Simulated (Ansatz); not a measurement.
Reaction (redistribution): `[NH2][Zn][B](F)Cl` + `SC[TeH]` → `[NH2][Zn][CH2][TeH]` + `FB(S)Cl`

Calculated with Ansatz (gas phase, PBE0-D4/def2-TZVP geometries, no zero-point term in ΔE). CBS: MP2 limit from def2 TZ/QZ plus the TZ coupled-cluster correction, frozen cores. DFT in def2-TZVPP. HSE06 is defined as in plane-wave codes. def2 core potentials past Kr. For Te, Zn outer-core shells are correlated without core-valence functions, which leaves a few kJ/mol of doubt a bond. Scalar relativity is left out up to krypton. One conformer a species, not always the lowest.

| level | ΔE (kcal/mol) | difference from CCSD(T)/CBS |
| --- | --- | --- |
| HSE06-D4 | -28.3 | 0.6 |
| B2PLYP | -28.7 | 0.2 |
| PBE | -26.7 | 2.2 |
| BLYP | -25.7 | 3.2 |
| r2SCAN0 | -29.8 | -0.9 |
| CAM-B3LYP | -27.8 | 1.1 |
| MP2/def2-TZVPP | -31.3 | -2.4 |
| CCSD(T)/def2-TZVPP | -29.7 | -0.8 |
| SCS-MP2/def2-QZVPP | -29.5 | -0.6 |
| CCSD/CBS(def2) | -28.8 | 0.1 |
| CCSD(T)/CBS | -28.9 | 0 |

Largest T1 diagnostic among the species: 0.015.

From PBE to PBE0 (25 % exact exchange), in def2-TZVPP and without D4, ΔE moves by −1.5 kcal/mol. In def2-TZVPP, CCSD(T) changes the Hartree–Fock value by −0.9 kcal/mol (the triples alone add −0.1 kcal/mol) and MP2 by −2.6 kcal/mol.

CCSD(T)/CBS has its own doubt, a few kJ/mol and more with outer-core shells, so smaller differences from it don't rank the levels.
